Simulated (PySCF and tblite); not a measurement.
Values are calculated unless marked as measured or tabulated.
System: C₅H₈O₂, numbered as in [CH3:1][C:2](=[O:3])/[CH:4]=[C:5](/[CH3:6])[OH:7].

For the rotation about the C2–C4 bond (torsion C1–C2–C4–C5 from -180° to -4°, rising): electronic barrier 18.85 kcal/mol, zero-point change -0.41 kcal/mol, thermal and entropy terms at 250 K a further 0.11 kcal/mol (symmetry numbers apart). The minimum is Cs, the saddle C1. Geometries: GFN2-xTB; energies: PBE0/pcSseg-1 + D3(BJ), IEF-PCM methanol; zero-point and thermal terms from GFN2-xTB harmonic modes (soft modes blended into free rotors). Rate constants are transition-state-theory values, counting equivalent paths, without tunnelling. (PySCF 2.14 with density fitting, tblite 0.8.)

(1) How many equivalent paths lead out of the minimum?

(2) Work out the rate at 250 K.

Answers

(1) 2: the symmetry number of the minimum is 1, that of the saddle displaced along its mode 1, and the displaced saddle is chiral while the minimum is not, which doubles the count.

(2) ΔG‡ = 18.55 kcal/mol; k_B T/h = 5.2×10¹² s⁻¹; exp(−ΔG‡/RT) = 6.1×10⁻¹⁷; times 2 gives k = 0.00063 s⁻¹. Wigner's tunnelling factor for the 96i cm⁻¹ mode would be 1.01.
